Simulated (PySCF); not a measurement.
Cost of one run: shielding job, `C=C[C@@H]1CCP1N([SiH3])[SiH3]`.

Method: GIAO PBE0/pcSseg-1 NMR shielding, non-relativistic, gas phase (PySCF 2.14.0, density-fitted response routines). Geometry: GFN2-xTB. Work: shieldings, ring-centre shieldings, charges and field gradients, density fitting. A driver script takes a list of jobs; this job's settings line and coordinates (Å) are shown.

Input:
```
{"job": {"kind": "nmr", "xc": "PBE0", "basis": "pcSseg-1"}, "charge": 0, "multiplicity": 1}
C      2.749925     1.388950    -0.464530
C      1.702686     0.595022    -0.631071
C      1.393942    -0.570258     0.213443
C      0.758934    -1.800763    -0.449259
C     -0.191031    -2.161376     0.692965
P     -0.090507    -0.435992     1.431424
N     -1.227147     0.452468     0.485760
Si    -2.601163    -0.237239    -0.332612
Si    -1.032056     2.189463     0.636881
H      3.481831     1.206376     0.305809
H      2.921015     2.247126    -1.091234
H      0.986307     0.802508    -1.415809
H      2.260234    -0.851031     0.821969
H      1.468494    -2.583079    -0.730833
H      0.203365    -1.506815    -1.339667
H     -1.173372    -2.535145     0.412801
H      0.266292    -2.863391     1.393800
H     -3.316073    -1.135450     0.578994
H     -3.446406     0.887230    -0.721808
H     -2.169417    -0.968913    -1.530698
H     -0.888908     2.749402    -0.709057
H      0.162757     2.409873     1.446953
H     -2.224455     2.748017     1.278793
```

Hardware: x86-64 server, one thread, on a shared host.

Q: How large is the basis?

A: 244 functions for 94 electrons, with 1330 fitting functions; the fitted three-index integrals, 1330 × 244 × 245/2 numbers of 8 bytes, come to 300 MiB.

Question: Which is nearest to the wall time?
A. 12 min
B. 89 s
C. 89 min

Answer: B. The run took 89 s. The SCF took 14 cycles.

Q: At this speed, how long would 1000 such jobs take on 64 cores, one job a core?

A: 1000/64 gives 16 rounds of 89 s, about 24 min of wall time and 25 core-hours, if the jobs don't slow each other.

The SCF part of the output:
```
coarse grid: 20048 points
cycle   1  E = -1173.1608057227  dE =  9.412e-01  |g| = 5.355e-01  |ddm| = 4.471e+00
cycle   2  E = -1173.1101611091  dE =  5.064e-02  |g| = 7.119e-01  |ddm| = 1.131e+00
cycle   3  E = -1173.2261273204  dE = -1.160e-01  |g| = 1.068e-01  |ddm| = 7.470e-01
cycle   4  E = -1173.2283440813  dE = -2.217e-03  |g| = 4.010e-02  |ddm| = 1.449e-01
cycle   5  E = -1173.2287444828  dE = -4.004e-04  |g| = 1.110e-02  |ddm| = 5.746e-02
cycle   6  E = -1173.2287739764  dE = -2.949e-05  |g| = 2.737e-03  |ddm| = 1.336e-02
cycle   7  E = -1173.2287756634  dE = -1.687e-06  |g| = 7.081e-04  |ddm| = 3.025e-03
final grid: 178024 points
cycle   8  E = -1173.2813182423  dE = -4.739e-05  |g| = 9.471e-03  |ddm| = 4.047e-02
cycle   9  E = -1173.2812998265  dE =  1.842e-05  |g| = 1.279e-02  |ddm| = 2.165e-02
cycle  10  E = -1173.2813408137  dE = -4.099e-05  |g| = 1.509e-03  |ddm| = 1.352e-02
cycle  11  E = -1173.2813413426  dE = -5.290e-07  |g| = 4.026e-04  |ddm| = 1.722e-03
cycle  12  E = -1173.2813413813  dE = -3.865e-08  |g| = 1.167e-04  |ddm| = 4.664e-04
cycle  13  E = -1173.2813413845  dE = -3.269e-09  |g| = 2.903e-05  |ddm| = 1.441e-04
cycle  14  E = -1173.2813413847  dE = -1.992e-10  |g| = 6.349e-06  |ddm| = 4.100e-05
converged SCF energy = -1173.2813413847
```

On the final grid dE counts from the start density on that grid.

Other jobs ran on the host; a repeat could differ by tens of per cent or more.
